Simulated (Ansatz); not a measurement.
Calculated with Ansatz (gas phase, PBE0-D4/def2-TZVP geometries, no zero-point term in ΔE). CCSD(T)/CBS adds triple-zeta CCSD(T) − MP2 to the extrapolated MP2 energy (def2 sets, frozen cores). DFT in def2-TZVPP. B3LYP here is the variant with VWN-RPA as its local correlation; programs differ in this. For Ge outer-core shells are correlated without core-valence functions, which leaves a few kJ/mol of doubt a bond. Scalar relativity is left out up to krypton. One conformer a species, not always the lowest.

Reaction (redistribution): `OB(Cl)C[SiH3]` + `[OH][GeH2][F]` → `OB(O)Cl` + `[F][GeH2][CH2][SiH3]`

Is it downhill or uphill in electronic energy at CCSD(T)/CBS, and by how much? (An estimate is asked.)

The calculation gave: Downhill: ΔE = -0.65 eV.

What do these levels give: PBE0-D4, B3LYP, MP2/def2-TZVPP, CCSD(T)/def2-TZVPP, HF/CBS(def2), MP2/CBS(def2)? (Estimate.)

Ansatz gave: PBE0-D4 -0.64, B3LYP -0.63, MP2/def2-TZVPP -0.62, CCSD(T)/def2-TZVPP -0.64, HF/CBS(def2) -0.66, MP2/CBS(def2) -0.63 eV.

Largest T1 diagnostic among the species: 0.012.

From PBE to PBE0 (25 % exact exchange), in def2-TZVPP and without D4, ΔE moves by −0.04 eV.
